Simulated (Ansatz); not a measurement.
A geometry relaxed with Ansatz (an electronic-structure program) with PBE0-D3(BJ)/def2-TZVP, charge 0, multiplicity 1:

```xyz
8

Si     1.7451    -0.1303    -0.0659
Si    -1.3830     0.0258     0.0613
H     -2.0305    -0.3404     1.3508
H      2.8131    -1.1524     0.0046
H     -1.5213     1.5041    -0.1065
N      0.2256    -0.5237     0.0511
H      2.2932     1.2396    -0.2525
H     -2.1421    -0.6226    -1.0430
```

### Question
Write the SMILES of this molecule.

### Answer
`[SiH2]=N[SiH3]`
